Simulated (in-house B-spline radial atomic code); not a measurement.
Radial electron density of Ta33+, [Kr] 4d4. Computed with an all-electron radial atomic-structure program (B-spline basis): Dirac-Hartree-Fock, average of configuration, Fermi nucleus of rms radius 5.3507 fm.

Columns: r (bohr), 4πr²n(r) (electrons per bohr), bar.

```
0.000571    3.028 #
0.000687     4.08 #
0.000825    5.458 ##
0.000992    7.286 ##
 0.00119    9.639 ###
 0.00143    12.71 ####
 0.00172    16.66 ######
 0.00207    21.66 #######
 0.00249    27.86 #########
 0.00299    35.31 ############
 0.00359    44.08 ###############
 0.00431    54.09 ##################
 0.00519    65.18 ######################
 0.00623    76.39 #########################
 0.00749    87.05 #############################
   0.009    95.84 ################################
  0.0108    101.5 ##################################
   0.013    103.3 ##################################
  0.0156    101.2 #################################
  0.0188    96.41 ################################
  0.0226    92.23 ###############################
  0.0271    92.31 ###############################
  0.0326    99.38 #################################
  0.0391    112.5 #####################################
   0.047    126.5 ##########################################
  0.0565      133 ############################################
  0.0679      127 ##########################################
  0.0817    112.1 #####################################
  0.0981    101.1 #################################
   0.118      104 ##################################
   0.142    115.8 ######################################
    0.17    117.1 #######################################
   0.205    95.22 ###############################
   0.246    63.16 #####################
   0.296    43.55 ##############
   0.355    41.84 ##############
   0.427    40.85 ##############
   0.513    29.01 ##########
   0.617    13.32 ####
   0.741     3.78 #
    0.89   0.6189 
    1.07  0.05304 
    1.29 0.002041 
    1.55 3.476e-05
```

On this grid the curve has 3 maxima, near 0.013, 0.0565, 0.17 bohr.

The 4p1/2 radial function P(r) = rR(r), positive near the nucleus, with its small component Q(r) (sign convention: Q ≈ (P' + κP/r)/2c):

```json
{"r (bohr)": "0.000274", "P": "0.004384", "Q": "0.01479"}
{"r (bohr)": "0.000396", "P": "0.006396", "Q": "0.02013"}
{"r (bohr)": "0.000571", "P": "0.009268", "Q": "0.02723"}
{"r (bohr)": "0.000825", "P": "0.01355", "Q": "0.03672"}
{"r (bohr)": "0.00119", "P": "0.02005", "Q": "0.04913"}
{"r (bohr)": "0.00172", "P": "0.03029", "Q": "0.06527"}
{"r (bohr)": "0.00249", "P": "0.04684", "Q": "0.0857"}
{"r (bohr)": "0.00359", "P": "0.07347", "Q": "0.1101"}
{"r (bohr)": "0.00519", "P": "0.1172", "Q": "0.1379"}
{"r (bohr)": "0.00749", "P": "0.1872", "Q": "0.1657"}
{"r (bohr)": "0.0108", "P": "0.2943", "Q": "0.1871"}
{"r (bohr)": "0.0156", "P": "0.4456", "Q": "0.1915"}
{"r (bohr)": "0.0226", "P": "0.6251", "Q": "0.1647"}
{"r (bohr)": "0.0326", "P": "0.7551", "Q": "0.09815"}
{"r (bohr)": "0.047", "P": "0.6803", "Q": "0.0008623"}
{"r (bohr)": "0.0679", "P": "0.2146", "Q": "-0.08671"}
{"r (bohr)": "0.0981", "P": "-0.5906", "Q": "-0.1034"}
{"r (bohr)": "0.142", "P": "-1.102", "Q": "-0.0296"}
{"r (bohr)": "0.205", "P": "-0.4254", "Q": "0.05738"}
{"r (bohr)": "0.296", "P": "1.152", "Q": "0.06256"}
{"r (bohr)": "0.427", "P": "1.815", "Q": "0.009874"}
{"r (bohr)": "0.617", "P": "0.9747", "Q": "-0.01177"}
{"r (bohr)": "0.89", "P": "0.182", "Q": "-0.003935"}
{"r (bohr)": "1.29", "P": "0.008067", "Q": "-0.0002238"}
```
